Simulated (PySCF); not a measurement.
Dissociation curve of CaH, doublet. Each curve is given relative to its own lowest point near equilibrium.

| R / Å | A | B | C |
|---|---|---|---|
| 1.58 | 164.2 | 77.5 | 94.8 |
| 1.71 | 76.3 | 30.9 | 40.2 |
| 1.79 | 41.8 | 14.3 | 20.0 |
| 1.87 | 19.1 | 4.6 | 7.5 |
| 1.93 | 8.4 | 1.0 | 2.3 |
| 1.99 | 2.3 | 0.0 | 0.0 |
| 2.07 | 0.0 | 1.9 | 0.6 |
| 2.12 | 1.2 | 4.6 | 2.8 |
| 2.20 | 6.2 | 10.9 | 8.5 |
| 2.30 | 15.9 | 21.2 | 18.4 |
| 2.44 | 31.4 | 38.8 | 36.1 |
| 2.72 | 57.5 | 77.6 | 77.4 |

Energies in kJ/mol.

Task: Which curve belongs to which method? The methods are SC-NEVPT2 on CASSCF(3,2)/def2-TZVP, all electrons correlated in PySCF; unrestricted Hartree-Fock/STO-3G run with PySCF; unrestricted r2SCAN/def2-TZVP run with PySCF 2.14.0.

Result: A is UHF/STO-3G; B is UKS-r2SCAN; C is NEVPT2.

The scan ran from 1.58 to 7.90 Å; beyond the distances shown one of the unrestricted levels run for this scan, shown here or not, changes its spin distribution in one step. The unrestricted determinant behind UHF/STO-3G is spin-contaminated at 2.30 to 2.72 Å (<S²> up to 0.9, against 0.75 for a pure doublet).
